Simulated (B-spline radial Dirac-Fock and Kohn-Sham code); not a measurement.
# How the settings move the core levels of Kr

ΔSCF core binding energies without Breit or QED terms, calculated with a radial atomic solver. Keys: rel is the Hamiltonian (dirac, or spin-free x2c and nr, where L3 and M5 stand for the whole 2p and 3d shells), method is hf or an exchange,correlation pair (spin-unpolarised, also for the hole states), nuc the nuclear model, radius_factor scales its radius, rmax is the box in bohr, h the logarithmic mesh step, order the B-spline order, points the quadrature points per cell, c_factor scales the speed of light, and damp, ndamp, maxit and tol steer the iteration. The run stops when the commutator error falls below 10·tol·max(1, Z/10), or the numerical noise floor, and the energy has settled to about 1e-8 Ha; the virial ratio is −V/T.

Base input:

```json
{"items": [{"Z": 36, "q": 0, "cfg": [[1, 0, 2], [2, 0, 2], [2, 1, 6], [3, 0, 2], [3, 1, 6], [3, 2, 10], [4, 0, 2], [4, 1, 6]], "A": 84, "rrms": 4.1884, "do": "settings", "holes": ["K", "L3", "M5"],
  "settings": [{"rel": "dirac", "method": "hf", "nuc": "fermi", "radius_factor": 1.0, "rmax": 45.0, "h": 0.3, "order": 8, "points": 10, "c_factor": 1.0, "maxit": 60, "damp": 0.5, "ndamp": 3, "tol": 1e-08}]}]}
```

The ground state converged in 11 iterations, with total energy -2788.86105 Ha, virial ratio 1.97342 and highest orbital energy -14.00 eV. ΔSCF binding energies: K (1s) 14359.0 eV, L3 (2p3/2) 1681.3 eV, M5 (3d5/2) 92.13 eV.

Changes from the base run:

```csv
changed setting,Δ total energy (Ha),Δ K (eV),Δ L3 (eV),Δ M5 (eV),iterations
method = "pbesol"; rmax = 60.0; h = 0.22,+0.19194,+9.02,-8.46,+1.17,9
"method = "pbe,pbe"; h = 0.18; c_factor = 100.0",+35.45652,-239.91,-4.09,+3.79,8
method = "pbesol",+0.19195,+9.02,-8.46,+1.17,9
order = 7,+0.00001,0.00,0.00,0.00,11
h = 0.22,0.00000,0.00,0.00,0.00,10
tol = 0.0001,0.00000,0.00,0.00,0.00,8
radius_factor = 0.8,-0.00832,+0.10,0.00,0.00,11
order = 6; c_factor = 10.0; damp = 0.2,+36.46517,-255.24,+3.79,+2.62,9
,0.00000,0.00,0.00,0.00,11
c_factor = 10.0,+36.46511,-255.24,+3.79,+2.62,9
damp = 0.2,0.00000,0.00,0.00,0.00,10
c_factor = 100.0,?,?,?,?,?
h = 0.18,0.00000,0.00,0.00,0.00,10
"method = "pbe,pbe"; nuc = "gauss"; tol = 0.0001",-1.59481,+19.79,-7.77,+1.17,8
"method = "pbe,pbe"",-1.59477,+19.79,-7.77,+1.17,9
```

Q: What does the change c_factor = 100.0 do?

A: The total energy moves by +36.81767 Ha and the binding energies by K -257.70 eV, L3 +3.83 eV, M5 +2.65 eV; the run takes 8 iterations.
